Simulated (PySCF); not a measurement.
A structure optimised at r2SCAN-D4/def2-SVPD, used in a PySCF frequency run:

```xyz
4

C      0.0000     0.0000    -0.7438
Cl     1.5003    -0.8662     0.0875
Cl     0.0000     1.7324     0.0875
Cl    -1.5003    -0.8662     0.0875
```
Charge -1, spin multiplicity 1.

### Question
Write its SMILES, formula and point group.

### Answer
Cl[C-](Cl)Cl, CCl₃, C3v

### Question
What are its rotational constants (standard atomic weights)?

### Answer
3.0254, 3.0254, 1.5834 GHz
